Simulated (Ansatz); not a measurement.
Ideal-gas functions of H4N2OSW, SMILES `[NH2][W]([NH2])(=[O])=[S]` at 400 K and 1 bar, from an Ansatz frequency run at PBE0-D4/def2-TZVP.

Molar mass 263.95 g/mol, point group Cs (symmetry number 1), electronic degeneracy 1, moments of inertia 156.683, 232.088, 254.547 u Å². Harmonic wavenumbers (cm⁻¹, unscaled): 147, 192, 198, 221, 249, 313, 343, 411, 421, 547, 656, 671, 699, 718, 1030, 1540, 1543, 3586, 3590, 3691, 3691.

Use S(trans) = R[1.5 ln M + 2.5 ln T − 1.1517]; rotational temperatures θ = 24.2544 K / I; S(rot) = R[ln(√π/σ · √(T³/θAθBθC)) + 1.5]; for each mode x = 1.438777 ν̃/T, S = R[x/(eˣ − 1) − ln(1 − e⁻ˣ)] and H = RT x/(eˣ − 1); 1 cm⁻¹ = 0.0119627 kJ/mol; R = 8.31446 J/(mol·K).

By hand: the entropy, in J/(mol·K).

Translation 184.5. Rotation: θ = 0.1548, 0.1045, 0.0953 K, giving 118.9. Vibration, mode by mode: 13.71, 11.56, 11.31, 10.44, 9.50, 7.75, 7.08, 5.78, 5.62, 3.91, 2.87, 2.75, 2.54, 2.41, 0.98, 0.21, 0.21, 0.00, 0.00, 0.00, 0.00, in all 98.6. Electronic 0.0. Sum 402.0 J/(mol·K).

By hand: H − E and G − E in kJ/mol, counted from the electronic energy.

Zero-point energy ½ × 24457 × 0.0119627 = 146.3; thermal vibration 22.3; translation, rotation and pV give 4 RT = 13.3. H − E = 181.9 kJ/mol, and G − E = 181.9 − 400 × 402.0/1000 = 21.1 kJ/mol.

Vibration gives 25 % of the entropy, 13.7 J/(mol·K) of it from the mode under 150 cm⁻¹: soft modes count most, and the harmonic formula is weakest for them. The sum counts one conformer and one mirror image; others add a mixing term.
